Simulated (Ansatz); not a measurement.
```yaml
crystal:
  periodic: [false, false, false]
  atoms:
    - {symbol: C, position_ang: [0.974038, -0.229092, -1.899549]}
    - {symbol: N, position_ang: [1.189335, 0.470981, -0.629211]}
    - {symbol: Al, position_ang: [-0.213729, 0.237695, 0.829217]}
    - {symbol: C, position_ang: [-0.160580, -1.696999, 1.219792]}
    - {symbol: C, position_ang: [-1.858922, 0.961002, 0.011509]}
    - {symbol: O, position_ang: [0.689447, 1.292762, 1.879773]}
    - {symbol: H, position_ang: [0.026975, 0.098327, -2.327450]}
    - {symbol: H, position_ang: [1.774911, -0.044750, -2.618798]}
    - {symbol: H, position_ang: [0.906673, -1.299340, -1.706378]}
    - {symbol: H, position_ang: [1.259847, 1.474539, -0.770687]}
    - {symbol: H, position_ang: [2.067370, 0.191942, -0.201133]}
    - {symbol: H, position_ang: [-0.550741, -2.308691, 0.398067]}
    - {symbol: H, position_ang: [-0.776155, -1.937717, 2.094150]}
    - {symbol: H, position_ang: [0.848848, -2.058126, 1.447992]}
    - {symbol: H, position_ang: [-2.666103, 1.029763, 0.749834]}
    - {symbol: H, position_ang: [-2.244109, 0.332265, -0.799601]}
    - {symbol: H, position_ang: [-1.726040, 1.971944, -0.390755]}
    - {symbol: H, position_ang: [0.421537, 1.524596, 2.765029]}
basis:
  gaussian: {orbitals: def2-TZVPP}
hamiltonian: {xc: {name: rPW86-PBE}, dispersion: rvv10}
outputs: {forces: true}
```

```sh
$ ansatz run in.yaml --threads 4 --pin off --events-out ev --progress --plain --max-ram 11315MiB
```

It prints (some lines left out):

```
Error: YAML parse error: error: line 25 column 1: unknown field `outputs`, expected one of crystal, accuracy, basis, kpoints, hamiltonian, magnetization, projection, total_charge, correlation, batch, efield, external_charges, scf, relax, neb, saddle, md, ramp, phonons, dielectric, real_time, elastic, magnetic_configurations, gw, evaluate, workflow, output, checkpoint, execution
23 |   gaussian: {orbitals: def2-TZVPP}
24 | hamiltonian: {xc: {name: rPW86-PBE}, dispersion: rvv10}
25 | outputs: {forces: true}
```

Question: What is wrong with this run?

Answer: The input holds a key that doesn't belong there. The input was rejected before any iteration.
